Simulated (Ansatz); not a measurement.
A nudged elastic band was laid between two geometries of CH$_{6}$BFSSi (11 atoms, charge 0, multiplicity 1).

All numbers below come from RKS r2SCANh-D4/def2-SVP in Ansatz.

```
movable images  : 5
climbing image  : yes
spring          : 5.0 eV/Å²
optimiser       : lbfgs
start path      : through a guess of the saddle point
force threshold : 0.05 eV/Å
iteration limit : 60
end points      : relaxed
```

Image 0:

```xyz
11
Properties=species:S:1:pos:R:3
B -0.686 1.728 1.420
C -0.452 0.626 0.345
S 1.045 -0.404 0.613
Si 0.901 -1.669 -1.076
F 1.066 -0.824 -2.454
H 0.056 1.897 2.352
H -1.659 2.432 1.292
H -0.406 1.122 -0.642
H -1.361 -0.004 0.304
H -0.440 -2.304 -1.156
H 2.002 -2.658 -0.976
```

Image 6:

```xyz
11
Properties=species:S:1:pos:R:3
B -0.824 1.471 1.396
C -0.405 0.668 0.128
S 0.931 -0.568 0.296
Si 0.458 -1.915 -1.745
F 1.200 -0.756 -2.671
H -0.315 1.295 2.473
H -1.700 2.289 1.270
H -0.031 1.376 -0.633
H -1.275 0.191 -0.363
H 0.327 -1.379 1.193
H 1.699 -2.729 -1.323
```

(1) What changes between the two ends?

(2) What energy profile does the band end with?

(3) What is the geometry of the highest image?

Results:

(1) Bonds broken: Si4–H10. Bonds formed: S3–H10.

(2) It converged. The highest image is number 3 of 0 to 6, 263.8 kJ/mol above the first end and 55.3 kJ/mol above the last; the last end lies 208.5 kJ/mol above the first. Neighbouring images differ by up to 1.7 eV, so the band resolves the path poorly. The order of the stationary point at the top wasn't checked. The orbitals stay closed-shell, which can raise the energy where a bond breaks towards radicals; this wasn't checked here.

| image | path coordinate (Å) | energy (kJ/mol) | Si4–H10 (Å) | S3–H10 (Å) |
| --- | --- | --- | --- | --- |
| 0 | 0.00 | 0.0 | 1.49 | 2.99 |
| 1 | 0.72 | 3.1 | 1.48 | 2.91 |
| 2 | 1.44 | 103.6 | 1.47 | 2.28 |
| 3 | 2.15 | 263.8 | 1.67 | 1.58 |
| 4 | 2.75 | 236.5 | 2.31 | 1.36 |
| 5 | 3.36 | 211.3 | 2.82 | 1.35 |
| 6 | 3.96 | 208.5 | 2.99 | 1.35 |

(3) 
```xyz
11
Properties=species:S:1:pos:R:3:forces:R:3
B -0.726 1.590 1.405 0.00 0.00 0.00
C -0.383 0.614 0.241 0.00 -0.01 0.00
S 0.914 -0.627 0.607 -0.03 -0.02 0.02
Si 0.640 -1.905 -1.452 0.00 -0.04 0.00
F 0.874 -0.707 -2.544 -0.04 0.01 -0.01
H -0.171 1.548 2.473 0.00 0.01 0.00
H -1.589 2.410 1.209 0.01 0.01 -0.01
H -0.096 1.199 -0.651 0.02 0.00 0.02
H -1.313 0.098 -0.069 0.00 0.01 -0.02
H -0.071 -1.732 0.047 0.01 -0.02 0.01
H 1.986 -2.546 -1.246 0.03 0.04 -0.01
```

The run took 11 min on 2 threads of Intel(R) Xeon(R) Platinum 8488C (Sapphire Rapids) (shared host), peak memory 0.28 GiB.
